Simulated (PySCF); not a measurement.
**PbS₂⁻, doublet: structure and spectrum**

Computed with PySCF, UPBE0, basis Pb def2-TZVPD with ECP60, S def2-TZVPD (scalar-relativistic core potentials, no spin–orbit coupling, density fitting).

The structure is a minimum.

```xyz
3
charge -1 multiplicity 2, angstrom
Pb    0.0000    0.0000   -0.2449
S     2.1609    0.0000    0.7919
S    -2.1609    0.0000    0.7919
```

* Point group: C2v
* Bond lengths: Pb–S 2.397 Å (×2)
* Bond angles: S–Pb–S 128.7°
* Rotational symmetry number: 2
* Spin squared ⟨S²⟩: 0.762
* Highest occupied level (α): -1.61 eV
* Principal polarisabilities: 89.6, 108.2, 206.7 bohr³
* Principal quadrupole moments (Buckingham, traceless) about the centre of mass: -28.08, 10.84, 17.24 D Å
* Entropy at 298.15 K and 1 bar (electronic part: spin only): 317.4 J/(mol K)
* Zero-point energy: 4.5 kJ/mol
* Heat capacity Cp at 298.15 K: 55.0 J/(mol K)
* Dipole moment about the centre of mass: 4.17 D
* Rotational constants: 0.3206, 0.05646, 0.04801 cm⁻¹
* Enthalpy at 298.15 K above 0 K: 13.90 kJ/mol
* Lowest empty level (β): 0.72 eV

Harmonic modes (masses in u: Pb 207.977, S 31.972):
```tsv
symmetry	ω (cm⁻¹)	IR (km/mol)
a1	94	9.7
b2	324	67.6
a1	332	12.5
```

In C2v the vibrations span 2a1 + b2. Here b1 is antisymmetric to the molecular plane and b2 lies in it.

Charges (e); Mulliken and Löwdin values are unreliable with diffuse functions:
| atom | Mulliken | Löwdin | polar tensor | spin (Mulliken) | Mayer order to Pb1 |
| --- | --- | --- | --- | --- | --- |
| Pb1 | 0.50 | 0.06 | 0.45 | 0.19 | – |
| S2,3 | -0.75 | -0.53 | -0.73 | 0.41 | 1.38 |

Mulliken populations on Pb1 (electrons outside its core potential): s 3.77, p 7.55, d 10.13, f 0.05.

Only a few start shapes were tried, so a lower isomer may exist. The lowest empty level of this anion is unbound, so it and the gap depend on the basis. Spin–orbit coupling, left out here, can matter for elements this heavy.

The final relaxation and frequency run took roughly 5 core-minutes on a shared host.
